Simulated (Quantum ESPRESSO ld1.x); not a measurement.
Values are calculated unless marked as measured or tabulated.
One sound ld1.x (Quantum ESPRESSO 7.5) input for neutral fluorine gives E = -99.0946 hartree in 39 iterations:

```
 &input
    zed=9.0,
    iswitch=1,
    rel=0,
    dft='PZ',
    config='[He] 2s2 2p5',
    prefix='ld1',
    max_out_wfc=37,
    file_charge='ld1.rho',
 /
```

Changed or added lines, one case at a time, and what came of them:

- rel=2 cau_fact=7.16: crashed. The program stops in dirsol with "no classical turning point found": with c below Z the Dirac equation of a point nucleus has no 1s solution.
- xmin=-1.0: refused. The program stops in ld1_readin with "wrong xmin": xmin is refused above -2.
- tr2=1e-3: inaccurate. The cycle stops early, after 7 iterations, and the energy is off by +0.02366 hartree against the sound run.
- beta=2.0: harmless. The Broyden-type mixing copes: 29 iterations against 39, same energy.
- isic=1 latt=1: refused. The program stops in ld1_readin with "isic and latter correction not allowed": the two corrections exclude each other.
- noscf=.true.: ran as typed. With noscf the program prints the levels of a bare nucleus, with no screening and no total energy; they are not those of the atom.
- dx=0.06: harmless. The energy moves by less than 1e-5 hartree against the default mesh (-99.0946 hartree).
